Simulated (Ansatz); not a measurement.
CH2GeN (SMILES N#[C][GeH2]): the energy to break a bond

CH2GeN: 5 atoms, total charge 0, spin state doublet. As SMILES, `N#[C][GeH2]`. Geometry: optimised at wB97X-V/def2-SVP.

```xyz
5

N     1.5942   -1.0322    1.3038
C     0.8451   -0.5393    0.5671
Ge   -0.3174    0.2432   -0.7497
H    -1.6617   -0.4928   -0.6945
H    -0.4101    1.7478   -0.4680
```

Wanted: the dissociation energy of the Ge3–C2 bond into singlet GeH2 and doublet CN (shapes relaxed at wB97X-V/def2-SVP, no zero-point term). 1 Eh = 2625.50 kJ/mol = 27.2114 eV. Totals in Eh; open shells run unrestricted unless said.

| level | program | CH2GeN | singlet GeH2 | doublet CN |
| --- | --- | --- | --- | --- |
| UPBE/def2-TZVPP | Ansatz | -2170.605399 | -2077.822184 | -92.642427 |
| UB3LYP/def2-TZVPP | Ansatz | -2171.084278 | -2078.197121 | -92.748946 |
| UPBE0-D4/def2-TZVPP | Ansatz | -2170.660750 | -2077.876634 | -92.633958 |

Task: Work out the dissociation energy at each level.

Result: 
1. UPBE/def2-TZVPP: (-2077.822184) + (-92.642427) − (-2170.605399) = 0.140788 Eh = 369.6 kJ/mol = 3.83 eV.
2. UB3LYP/def2-TZVPP: (-2078.197121) + (-92.748946) − (-2171.084278) = 0.138211 Eh = 362.9 kJ/mol = 3.76 eV.
3. UPBE0-D4/def2-TZVPP: (-2077.876634) + (-92.633958) − (-2170.660750) = 0.150158 Eh = 394.2 kJ/mol = 4.09 eV.

The levels span 363 to 394 kJ/mol; no measured value is set beside them. A fragment with an even electron count was run as a singlet and may have a lower triplet. A bond enthalpy at 298 K also holds the loss of zero-point energy and thermal terms.
